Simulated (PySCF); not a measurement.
One of the candidates below gave these computed data.

All candidates are C5H7N3O.

* Rotational structure: rotational constants A, B, C: 4.470, 1.109, 0.899 GHz [GFN2-xTB]
* NMR, other nuclei: isotropic shieldings of nuclei other than C and H, by class: -140 (1 N), -139 (1 N), -37 (1 N), -180 (1 O) ppm [GIAO PBE0/pcSseg-1]
* 1H NMR: chemical shifts (computed TMS as zero) by class: 8.08 (1 H), 2.90 (3 H), 2.59 (3 H) ppm [GIAO PBE0/pcSseg-1]
* UV, first state: lowest singlet excitation: 4.33 eV (286 nm, f = 0.003) [TDDFT B3LYP/def2-SVPD]
* 13C NMR: chemical shifts (computed TMS as zero) by class: 173.9 (1 C), 149.1 (1 C), 126.4 (1 C), 25.0 (1 C), 13.3 (1 C) ppm [GIAO PBE0/pcSseg-1]
* Triplet: lowest triplet excitation (Tamm–Dancoff): 3.73 eV [TDA B3LYP/def2-SVPD]
* UV, strongest line: among the 8 lowest singlet transitions: S4 at 6.22 eV (199 nm, f = 0.191) [TDDFT B3LYP/def2-SVPD]

Electronic properties: PySCF, gas phase, density fitting. Levels stand in brackets. Geometry: GFN2-xTB, one conformer, isolated molecule. NMR values are class means; diastereotopic atoms form classes of their own.

Question: Which candidate is it?
A. `Cc1nnn(C)c1C=O`
B. `CC(=O)c1cnn(C)n1`
C. `CCn1ncc(C=O)n1`
D. `CC(=O)n1cc(C)nn1`

Answer: D. It is `CC(=O)n1cc(C)nn1`. Numbering: `[CH3:1][C:2](=[O:3])[n:4]1[cH:5][c:6]([CH3:7])[n:8][n:9]1`. Its formula, C5H7N3O, gives 4 degrees of unsaturation: 1 ring and 3 π bonds in the structure found (Kekulé form). 5 carbons fall into 5 classes; from least to most shielded: amide carbonyl carbon [C2] (173.9 ppm), substituted aromatic carbon [C6] (149.1 ppm), aromatic CH next to a ring nitrogen [C5] (126.4 ppm), methyl carbon next to a carbonyl [C1] (25.0 ppm), benzylic-type carbon [C7] (13.3 ppm). Hydrogen classes from least to most shielded: 1 H on an aromatic CH next to a ring nitrogen, C5 (8.08 ppm), 3 H on a methyl carbon next to a carbonyl, C1 (2.90 ppm, a mean of values up to 1.0 ppm apart in this geometry), 3 H on a benzylic-type carbon, C7 (2.59 ppm). The other shieldings belong to: -140 ppm, pyridine-type nitrogen [N8]; -139 ppm, pyridine-type nitrogen [N9]; -37 ppm, pyrrole-type nitrogen [N4]; -180 ppm, amide oxygen [O3]. S1 is mainly HOMO−1→LUMO (weight 0.94); the largest Löwdin shares of the orbital it empties are 0.46 on a pyridine-type nitrogen, 0.24 on a pyridine-type nitrogen, 0.09 on the substituted aromatic carbon and 0.09 on the pyrrole-type nitrogen, of the orbital it fills 0.20 on the amide carbonyl carbon, 0.20 on the amide oxygen, 0.15 on a pyridine-type nitrogen and 0.12 on a pyridine-type nitrogen. The optimised geometry has point group Cs and is an asymmetric top.

The others, at the same levels:
- `Cc1nnn(C)c1C=O` fails: its computed 13C shifts are 183.2 (1 C), 156.5 (1 C), 137.2 (1 C), 39.0 (1 C), 12.8 (1 C) ppm, 1H shifts are 10.45 (1 H), 4.36 (3 H), 2.84 (3 H) ppm and rotational constant A is 2.444 GHz (against 4.470 GHz).
- `CCn1ncc(C=O)n1` fails: its computed 13C shifts are 189.3 (1 C), 153.0 (1 C), 140.7 (1 C), 52.2 (1 C), 19.4 (1 C) ppm, 1H shifts are 10.38 (1 H), 8.24 (1 H), 4.59 (2 H), 1.54 (3 H) ppm and rotational constant A is 5.185 GHz (against 4.470 GHz).
- `CC(=O)c1cnn(C)n1` fails: its computed 13C shifts are 196.1 (1 C), 152.2 (1 C), 141.1 (1 C), 41.9 (1 C), 30.5 (1 C) ppm, 1H shifts are 8.18 (1 H), 4.30 (3 H), 2.67 (3 H) ppm and rotational constant A is 4.090 GHz (against 4.470 GHz).

Each candidate is one conformer, not necessarily the lowest. Dipoles, sizes and rotational constants follow the conformer. The torsions of the flexible species, by atom-mapped SMILES:
- `[CH3:1][C:2](=[O:3])[n:4]1[cH:5][c:6]([CH3:7])[n:8][n:9]1`: C1–C2–N4–C5 180°
- `[CH3:1][c:2]1[n:3][n:4][n:5]([CH3:6])[c:7]1[CH:8]=[O:9]`: N5–C7–C8–O9 0°
- `[CH3:1][CH2:2][n:3]1[n:4][cH:5][c:6]([CH:7]=[O:8])[n:9]1`: C1–C2–N3–N4 -86°, C5–C6–C7–O8 0°
- `[CH3:1][C:2](=[O:3])[c:4]1[cH:5][n:6][n:7]([CH3:8])[n:9]1`: C1–C2–C4–C5 180°
